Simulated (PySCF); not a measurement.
C2H6O3Sn, SMILES C=[CH][Sn]([OH])([OH])[OH] (connectivity only; charge and spin as stated), charge +1, multiplicity 2.

Geometry optimised at PBE-D3(BJ)/def2-SVP. The def2 effective core potentials stand for the cores of Sn; spin–orbit coupling is left out. One conformer was computed; it need not be the lowest.

Calculation: PySCF with PBE-D3(BJ)/def2-SVP.

Frequencies are harmonic and unscaled.

```
mode  ν (cm⁻¹)  IR (km/mol)  moving atoms (share of kinetic energy)
----  --------  -----------  --------------------------------------
1           40          1.5          C 35 %, O 34 %, H 23 %, Sn 8 %
2           75         11.6          O 57 %, C 20 %, H 15 %, Sn 8 %
3          102          5.2                  O 47 %, C 27 %, H 25 %
4          112          9.5                 O 61 %, H 19 %, Sn 17 %
5          128          4.9                 O 74 %, Sn 12 %, H 12 %
6          135          2.9         O 54 %, H 20 %, Sn 14 %, C 12 %
7          204        100.1                   H 76 %, O 13 %, C 9 %
8          210         61.3                 H 45 %, C 40 %, Sn 10 %
9          262         36.4                          H 69 %, C 23 %
10         312        143.4                          H 82 %, O 14 %
11         382         33.2                          C 50 %, H 44 %
12         433         53.1                          H 55 %, C 39 %
13         550          2.5                                  O 88 %
14         578          4.5                          O 86 %, Sn 9 %
15         597          8.8                         O 81 %, Sn 16 %
16         764        293.3                          H 85 %, C 12 %
17         801         71.4                                  H 91 %
18         825         95.3                                  H 92 %
19         831         75.2                                  H 88 %
20         847        148.6                           H 88 %, C 8 %
21         947         38.5                          H 78 %, C 22 %
22        1035         49.5                          H 75 %, C 25 %
23        1288         56.4                           H 91 %, C 9 %
24        1498         12.3                          C 89 %, H 11 %
25        2988        104.3                                  H 95 %
26        3101         12.1                          H 90 %, C 10 %
27        3110         61.0                           H 91 %, C 9 %
28        3628        330.9                                  H 94 %
29        3650        254.6                                  H 94 %
30        3655        245.4                                  H 94 %
```
